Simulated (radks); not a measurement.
Species: neutral platinum. Configuration: [Xe] 4f14 5d9 6s1. Method: scalar-relativistic Kohn-Sham, r2SCAN, spin-polarised, spherical densities, finite nucleus; open shells are filled with parallel spins first (spin-orbit coupling, left out, can overturn this in heavy ions); meta-GGA in the generalised Kohn-Sham scheme; Fermi nuclear charge, rms radius 5.427 fm; computed with a radial shooting solver on a logarithmic mesh with Libxc functionals.

Normalised radial functions P(r) = r R(r), r in bohr:

| r | 4f up | 5p up | 6s up |
|---|---|---|---|
| 0.0007464 | 0.0000 | 0.0014 | 0.0190 |
| 0.001012 | 0.0000 | 0.0023 | 0.0238 |
| 0.001382 | 0.0000 | 0.0038 | 0.0298 |
| 0.001873 | 0.0000 | 0.0063 | 0.0366 |
| 0.002538 | 0.0000 | 0.0103 | 0.0441 |
| 0.003468 | 0.0000 | 0.0172 | 0.0520 |
| 0.0047 | 0.0000 | 0.0280 | 0.0588 |
| 0.00637 | 0.0000 | 0.0451 | 0.0630 |
| 0.008702 | 0.0001 | 0.0720 | 0.0615 |
| 0.01179 | 0.0002 | 0.1102 | 0.0509 |
| 0.01598 | 0.0007 | 0.1610 | 0.0274 |
| 0.02184 | 0.0021 | 0.2216 | -0.0109 |
| 0.02959 | 0.0060 | 0.2720 | -0.0563 |
| 0.04011 | 0.0164 | 0.2801 | -0.0922 |
| 0.05479 | 0.0437 | 0.1958 | -0.0901 |
| 0.07426 | 0.1057 | -0.0037 | -0.0274 |
| 0.1006 | 0.2336 | -0.2632 | 0.0767 |
| 0.1375 | 0.4685 | -0.4017 | 0.1399 |
| 0.1863 | 0.8016 | -0.2020 | 0.0633 |
| 0.2525 | 1.1645 | 0.2790 | -0.1176 |
| 0.345 | 1.4076 | 0.5939 | -0.1963 |
| 0.4676 | 1.3675 | 0.2739 | -0.0146 |
| 0.6337 | 1.0633 | -0.4920 | 0.2549 |
| 0.8588 | 0.6547 | -1.0559 | 0.2844 |
| 1.173 | 0.3051 | -1.0170 | -0.0313 |
| 1.59 | 0.1072 | -0.6038 | -0.4340 |
| 2.155 | 0.0266 | -0.2328 | -0.6549 |
| 2.944 | 0.0041 | -0.0542 | -0.6084 |
| 3.99 | 0.0004 | -0.0074 | -0.3947 |
| 5.407 | 0.0000 | -0.0005 | -0.1770 |
| 7.387 | 0.0000 | 0.0000 | -0.0495 |
| 10.01 | 0.0000 | 0.0000 | -0.0084 |

4f up: eigenvalue -70.798 eV, 0 radial nodes, <r> = 0.516 bohr, 90 % of the charge inside 0.833 bohr. 5p up: eigenvalue -57.771 eV, 3 radial nodes at r = 0.0739, 0.214, 0.526 bohr, <r> = 1.11 bohr, 90 % of the charge inside 1.62 bohr. 6s up: eigenvalue -6.406 eV, 5 radial nodes at r = 0.0202, 0.0809, 0.209, 0.475, 1.15 bohr, <r> = 2.86 bohr, 90 % of the charge inside 4.27 bohr.
